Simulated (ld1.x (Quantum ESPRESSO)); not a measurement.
Plane-wave convergence, RRKJ potential for cobalt

ld1.x (Quantum ESPRESSO) 7.5 input, shortened:

```
&input
   title='Co', zed=27., rel=1, dft='PBE', iswitch=3,
   config='[Ar] 3d7 4s2 4p0'
 /
 &inputp
   pseudotype=2, tm=.false., lloc=0,
   nlcc=.true., rcore=1.00
 /
3
3P  2  1   6.00   0.00  1.30  1.30  0.0
3D  3  2   7.00   0.00  1.75  1.75  0.0
4S  1  0   2.00   0.00  2.30  2.30  0.0
 &test
   configts(1)='3p6 3d7 4s2 4p0'
 /
```

The pseudo-atom Hamiltonian at the reference potential is diagonalised in spherical Bessel functions j_l(qr) that vanish at 20 bohr, with q² up to the cutoff. All-electron valence levels (Ry): 3p -4.8242, 4p -0.0938, 3d -0.6030, 4s -0.4020.

Q: How do the lowest levels (Ry) of each channel move with the cutoff, and are there ghosts?

A:

```tsv
cutoff (Ry)	p #1	p #2	p #3	d #1	d #2	s #1	f #1	Σ f·Δε (mRy)
8	-0.5041	0.0119	0.0985	0.0604	0.1430	-0.3985	0.1121	30571.0
15	-1.8965	-0.0355	0.0647	0.0603	0.1425	-0.3999	0.1121	22213.1
21	-3.0499	-0.0491	0.0597	0.0599	0.1406	-0.4016	0.1121	15287.4
35	-4.5228	-0.0573	0.0572	-0.2340	0.0633	-0.4019	0.1121	4391.5
45	-4.7489	-0.0585	0.0569	-0.5458	0.0622	-0.4020	0.1121	852.0
60	-4.8159	-0.0589	0.0568	-0.6020	0.0621	-0.4020	0.1121	56.8
80	-4.8241	-0.0589	0.0568	-0.6026	0.0621	-0.4020	0.1121	3.1
110	-4.8242	-0.0589	0.0568	-0.6029	0.0621	-0.4020	0.1121	0.5
400	-4.8242	-0.0589	0.0568	-0.6030	0.0621	-0.4020	0.1121	0.0
```

Result: no extra level below or beside the all-electron valence levels (p, d, s, f tested); 10 mRy is reached at 80 Ry and 1 mRy at 90 Ry.

Its largest configuration-test error is -1170 meV.
